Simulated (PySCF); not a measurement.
PySCF 2.14 output of an unrestricted CAM-B3LYP calculation on a single atom or ion in aug-cc-pVTZ-DK, with the spin-free X2C one-electron Hamiltonian (Gaussian nucleus):

```
SCF conv_tol = 1e-09
number electrons alpha = 9  beta = 8
    T. Yanai, D. P. Tew, and N. C. Handy.,  Chem. Phys. Lett. 393, 51 (2004)
cycle= 1 E= -399.303684181154  delta_E= -0.00801  |g|= 0.0177  |ddm|= 0.21
cycle= 2 E= -399.303926814393  delta_E= -0.000243  |g|= 0.0115  |ddm|= 0.0526
cycle= 3 E= -399.304013037947  delta_E= -8.62e-05  |g|= 0.00369  |ddm|= 0.0231
cycle= 4 E= -399.304025296631  delta_E= -1.23e-05  |g|= 0.000922  |ddm|= 0.0065
cycle= 5 E= -399.30402763309  delta_E= -2.34e-06  |g|= 0.000246  |ddm|= 0.00425
cycle= 6 E= -399.304027886551  delta_E= -2.53e-07  |g|= 3.36e-05  |ddm|= 0.00188
cycle= 7 E= -399.304027889984  delta_E= -3.43e-09  |g|= 3.58e-06  |ddm|= 0.000237
cycle= 8 E= -399.304027890014  delta_E= -2.98e-11  |g|= 5.36e-07  |ddm|= 1.99e-05
converged SCF energy = -399.304027890014  <S^2> = 0.75460223  2S+1 = 2.0045969
```

The run itself started from symmetry-adapted Hartree-Fock orbitals and held the occupation by maximum overlap, on a logarithmic radial grid, so the iterations belong to that start.

Q: Which element, charge and spin multiplicity is this?

A: S⁻ (sulfur, charge -1), multiplicity 2; the state was [Ne] 3s2 3p5, 2P determinant.
